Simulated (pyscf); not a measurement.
**HS–Ta(Cl)(Cl)(Cl)–Cl, singlet**

Gas-phase minimum from PySCF at ωB97X-D3(BJ)/def2-SVP, one conformer. 

SMILES: [Cl][Ta]([Cl])([Cl])([SH])[Cl]
```xyz
7

S     -0.1607     0.8401    -2.1060
Ta    -1.2494    -0.9359    -0.9913
Cl    -1.3817    -0.9492     1.2828
Cl     0.7873    -2.0420    -0.9796
Cl    -2.2569    -2.5915    -2.1880
Cl    -3.0575     0.4805    -1.2039
H      1.0818     0.3270    -2.1800
```

Bonded distances (Å): S1–Ta2 2.363, S1–H7 1.346, Ta2–Cl3 2.278, Ta2–Cl4 2.318, Ta2–Cl5 2.278, Ta2–Cl6 2.307. Angles (°): Ta2–S1–H7 99.5, S1–Ta2–Cl3 120.1, S1–Ta2–Cl4 87.5, S1–Ta2–Cl5 120.2, S1–Ta2–Cl6 81.7, Cl3–Ta2–Cl4 92.5, Cl3–Ta2–Cl5 119.6, Cl3–Ta2–Cl6 92.9, Cl4–Ta2–Cl5 92.5, Cl4–Ta2–Cl6 169.2, Cl5–Ta2–Cl6 92.9.

Properties at ωB97X-D3(BJ)/def2-SVP:

```json
{
  "harmonic_wavenumbers_unscaled": "62, 82, 135, 138, 153, 164, 206, 357, 392, 408, 416, 418, 424, 748, 2774 cm⁻¹",
  "zero_point_energy": "9.8 kcal/mol",
  "rotational_symmetry_number": "1",
  "Entropy of this conformer at 298 K and 1 atm, rigid rotor and harmonic oscillator, modes under 100 cm⁻¹ raised to 100": "418.9 J/(mol K)",
  "dipole_moment": "0.85 D"
}
```

Single-point totals, which compare only within one level:

```csv
level,total energy (hartree)
ωB97X-D3(BJ)/def2-TZVP,-2297.06429
PBE/def2-TZVP,-2296.09937
r²SCAN/def2-TZVP,-2296.87696
B3LYP-D3(BJ)/def2-TZVP,-2297.09637
PBE0-D3(BJ)/def2-TZVP,-2296.23813
M06-2X/def2-TZVP,-2296.79065
ωB97M-D3(BJ)/def2-TZVP,-2297.18029
```

Soft torsions are taken as harmonic, which can shift the entropy by several J/(mol K). Elements past Kr carry the def2 core potentials, without spin-orbit coupling.
